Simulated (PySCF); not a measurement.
3-fluorobuta-1,2-diene (C₄H₅F), SMILES C=C=C(C)F. Atoms are numbered in the order given.

```xyz
10

C     -0.1358    -2.2169     0.0000
C     -0.0175    -0.9148     0.0000
C      0.0639     0.3955     0.0000
C     -1.0699     1.3575     0.0000
F      1.2656     1.0006     0.0000
H     -0.1847    -2.7892    -0.9346
H     -0.1847    -2.7892     0.9346
H     -2.0324     0.8313     0.0000
H     -1.0162     2.0068     0.8887
H     -1.0162     2.0068    -0.8887
```

Geometry optimised at PBE0-D3(BJ)/def2-SVP.

Two levels are set side by side: PBE/pcSseg-1 (PySCF) and B3LYP/pcSseg-1 (PySCF). GIAO shifts against CFCl3 (¹⁹F), TMS (¹H), TMS (¹³C) at the same level; non-relativistic, no solvent, atoms listed together averaged. Differences are taken from unrounded values.

```tsv
quantity	B3LYP
δ(¹³C) of C1 (ppm)	96.9
δ(¹³C) of C2 (ppm)	220.1
δ(¹³C) of C3 (ppm)	149.5
δ(¹³C) of C4 (ppm)	22.2
δ(¹⁹F) of F5 (ppm)	-157.9
δ(¹H) of H6, H7 (ppm)	5.92
```

Problem. What does PBE give, and how far is it from B3LYP? (The exact figures need the calculation; the answer reports its results.)

Solution. 
```tsv
quantity	PBE	PBE minus B3LYP
δ(¹³C) of C1 (ppm)	96.4	-0.4
δ(¹³C) of C2 (ppm)	216.1	-4.0
δ(¹³C) of C3 (ppm)	148.5	-1.0
δ(¹³C) of C4 (ppm)	22.3	0.1
δ(¹⁹F) of F5 (ppm)	-166.6	-8.7
δ(¹H) of H6, H7 (ppm)	6.00	0.08
```

Rough cost on one machine, each run with all the roots and properties that it gave: B3LYP against PBE within a factor of 2.
